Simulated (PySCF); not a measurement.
C3H2BrF. Atoms are numbered in the order given.

```xyz
7

F     -3.1660     0.3731    -0.9460
C     -2.4152    -0.4396    -0.1923
C     -1.1239    -0.5915    -0.3626
C      0.1608    -0.7696    -0.4881
Br     1.4611     0.2840     0.4380
H     -2.9958    -0.9663     0.5731
H      0.6193    -1.5275    -1.1294
```
Charge 0, spin multiplicity 1.

Coordinates come from a B3LYP-D3(BJ)/def2-SVP optimisation.

Level of theory: PySCF with r2SCAN/def2-TZVP.

Computed frontier levels, gap, dipole moment and polarisability:
```
Item                                                                                                             Value
---------------------------------------------------------------------------------------------  -----------------------
highest occupied level                                                                                        -6.86 eV
lowest empty level                                                                                            -1.98 eV
orbital gap                                                                                                    4.88 eV
dipole moment                                                                                                   1.50 D
quadrupole, principal values (traceless, Buckingham form, about the centre of nuclear charge)    -7.14, 2.26, 4.88 D·Å
mean static polarisability                                                                        60.7 bohr³ (8.99 Å³)
polarisability, principal values                                                               37.9, 44.2, 100.0 bohr³
```
